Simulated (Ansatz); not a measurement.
Mo3P3, relaxed as a doublet with UKS PBE0-D4/def2-SVP in Ansatz, starting from the GFN1-xTB geometry. Force threshold 0.02 eV/Å.

In the def2 sets Mo takes a core potential; there is no spin–orbit coupling. The charge 0 doublet is spin-contaminated (final ⟨S²⟩ up to 2.21, 0.75 for a pure state). Another isomer (doublet) lies 1.09 eV lower at PBE0-D4/def2-TZVP; other spin states weren't run for this one.

Start:

Cartesian coordinates in Å:
```
Mo 0.3012 -1.6789 0.9117
Mo -0.7334 2.3173 0.0336
Mo 0.7341 0.3928 -0.4235
P 1.1676 2.7767 -1.0858
P -1.5949 -2.0903 1.9790
P 0.1254 -1.7176 -1.4150
```

```tsv
step	energy (eV)	largest force component (eV/Å)	SCF passes
1	-33410.0430	1.180	109
2	-33410.4882	0.695	52
3	-33410.8452	0.718	52
4	-33411.2004	0.678	49
5	-33411.5746	0.990	50
6	-33411.9715	1.243	58
7	-33412.3224	1.095	52
8	-33412.6491	0.667	58
9	-33412.7950	0.938	54
10	-33412.9045	0.393	57
11	-33412.9239	0.186	50
12 (rejected)	-33412.9232	0.200	44
13	-33412.9325	0.092	43
14	-33412.9345	0.048	44
15	-33412.9351	0.026	44
16 (rejected)	-33412.9348	0.043	40
17	-33412.9352	0.007	44
```

Force components are those of the run's own axes.

End:

```xyz
6

Mo    0.479   -1.370    0.765
Mo   -0.678    1.401    0.763
Mo    0.783    0.212   -0.938
P     0.690    2.572   -0.604
P    -1.577   -0.698    1.357
P     0.303   -2.117   -1.344
```

Bonds formed: Mo2–P5 (atoms count from 1). Metal–metal contacts that move far: Mo1–Mo2 4.22 to 3.00 Å.

No frequencies were taken in this run, so the end may be a saddle point.

Hardware: 4 threads of AMD EPYC 7R43 on a shared host. Wall time 4.3 min, peak host memory 0.72 GiB.
